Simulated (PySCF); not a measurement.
GeH₄, SMILES [GeH4].

Geometry optimised at ωB97X-D3(BJ)/def2-TZVPD. The isomer is the one that the SMILES or the coordinates give; other isomers of the formula were not compared.

These are TDA-CAM-B3LYP/def2-TZVPD (PySCF 2.14.0) values and carry that method's errors.

Vertical excitations; the highest root listed may be one member of a degenerate set. Gas-phase values at a fixed geometry. State labels are in the subgroup D2.

Computed lowest excited states:
```json
[
 {"state": "S1", "symmetry": "B3", "energy (eV)": "8.83", "λ (nm)": "140", "f": "0.178", "main pairs": "HOMO→LUMO (degenerate set)"},
 {"state": "S2", "symmetry": "B2", "energy (eV)": "8.83", "λ (nm)": "140", "f": "0.178", "main pairs": "HOMO−1→LUMO (degenerate set)"},
 {"state": "S3", "symmetry": "B1", "energy (eV)": "8.83", "λ (nm)": "140", "f": "0.178", "main pairs": "HOMO−2→LUMO (degenerate set)"},
 {"state": "S4", "symmetry": "B1", "energy (eV)": "9.20", "λ (nm)": "135", "f": "0.000", "main pairs": "HOMO→LUMO+2, HOMO−1→LUMO+3 (degenerate set)"},
 {"state": "S5", "symmetry": "B2", "energy (eV)": "9.20", "λ (nm)": "135", "f": "0.000", "main pairs": "HOMO→LUMO+1, HOMO−2→LUMO+3 (degenerate set)"},
 {"state": "S6", "symmetry": "B3", "energy (eV)": "9.20", "λ (nm)": "135", "f": "0.000", "main pairs": "HOMO−1→LUMO+1, HOMO−2→LUMO+2 (degenerate set)"},
 {"state": "S7", "symmetry": "A", "energy (eV)": "9.43", "λ (nm)": "132", "f": "0.000", "main pairs": "HOMO→LUMO+3, HOMO−2→LUMO+1, HOMO−1→LUMO+2 (degenerate set)"},
 {"state": "S8", "symmetry": "A", "energy (eV)": "9.43", "λ (nm)": "132", "f": "0.000", "main pairs": "HOMO−1→LUMO+2, HOMO−2→LUMO+1 (degenerate set)"},
 {"state": "S9", "symmetry": "A", "energy (eV)": "9.97", "λ (nm)": "124", "f": "0.000", "main pairs": "HOMO−2→LUMO+1 33 %, HOMO−1→LUMO+2 33 %, HOMO→LUMO+3 33 %"},
 {"state": "S10", "symmetry": "B2", "energy (eV)": "10.18", "λ (nm)": "122", "f": "0.336", "main pairs": "HOMO→LUMO+1 38 %, HOMO−2→LUMO+3 38 %, HOMO−1→LUMO+4 13 %"},
 {"state": "T1", "symmetry": "B3", "energy (eV)": "8.06", "λ (nm)": "154", "f": "0", "main pairs": "HOMO→LUMO, HOMO−1→LUMO+1, HOMO−2→LUMO+2 (degenerate set)"},
 {"state": "T2", "symmetry": "B2", "energy (eV)": "8.06", "λ (nm)": "154", "f": "0", "main pairs": "HOMO−1→LUMO, HOMO−2→LUMO+3, HOMO→LUMO+1 (degenerate set)"},
 {"state": "T3", "symmetry": "B1", "energy (eV)": "8.06", "λ (nm)": "154", "f": "0", "main pairs": "HOMO−2→LUMO, HOMO−1→LUMO+3, HOMO→LUMO+2 (degenerate set)"},
 {"state": "T4", "symmetry": "A", "energy (eV)": "8.52", "λ (nm)": "146", "f": "0", "main pairs": "HOMO→LUMO+3 29 %, HOMO−1→LUMO+2 29 %, HOMO−2→LUMO+1 29 %"}
]
```
Triplets are in the Tamm–Dancoff approximation.
